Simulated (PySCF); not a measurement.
**Two-component Hartree-Fock for Er(29+) (erbium, charge +29)**

Start: [Kr] 4d3; 4d3/2 filled at m_j = -1/2, +1/2, +3/2. Calculated with PySCF 2.14 in an even-tempered Gaussian basis (17 s from 2.6 bohr⁻², ratio 2.8; 14 p from 3.4 bohr⁻², ratio 2.8; 9 d from 3.4 bohr⁻², ratio 2.8; 3 f from 13 bohr⁻², ratio 3): generalised Hartree-Fock with the X2C-1e Hamiltonian and a Gaussian nucleus; one run each with spin-orbit coupling (SO) switched off, then screened by Boettger's factors.

```
spinor shell  electrons  ε, spin-free (eV)  ε, screened SO (eV)  weight of nominal j (screened SO)  rms radius, screened SO (bohr)
       1s1/2          2           -58830.1             -58816.0                              1.000                          0.0231
       2s1/2          2           -10891.3             -10886.3                              1.000                          0.0935
       2p1/2          2            -9752.3             -10403.1                              1.000                          0.0798
       2p3/2          4            -9752.3              -9477.7                              1.000                          0.0866
       3s1/2          2            -3289.0              -3287.0                              1.000                           0.238
       3p1/2          2            -2935.4              -3076.3                              1.000                           0.230
       3p3/2          4            -2935.4              -2874.3                              1.000                           0.243
       3d3/2          4            -2494.1              -2521.5                              0.999                           0.215
       4s1/2          2            -1383.7              -1382.9                              1.000                           0.500
       4p1/2          2            -1247.4              -1295.1                              0.997                           0.506
       4p3/2          4            -1247.4              -1225.9                              0.998                           0.533
       4d3/2          3            -1090.8              -1094.2                              0.984                           0.524
```

Problem. Where does 3d5/2 lie, and what is the 3d spin-orbit splitting (screened SO)?

Solution. At -2473.5 eV, 47.988 eV above 3d3/2.

```csv
quantity,spin-free,screened SO
E (hartree),-12654.35704,-12665.87925
M_J,3/2,3/2
⟨J²⟩,6.752,3.875
⟨L²⟩,12.002,8.435
⟨S²⟩,3.750,2.286
```

Each row is a mean over spinors that exchange with the open shell spreads, by up to 10.917 eV (4p1/2).

⟨J²⟩ departs a little from M_J(M_J + 1) because the unrestricted spinors polarise the closed shells.

Breit and QED terms are absent; they matter most for the inner s and p1/2 levels.

Densities and radii are taken from the X2C orbitals without a picture-change correction, which distorts them close to the nucleus.

Without spin-orbit coupling the j labels of p, d and f shells carry no meaning; the spin-free column gives the mean over the occupied spinors of each nl shell, and its ⟨J²⟩ belongs to a mixture of degenerate components.
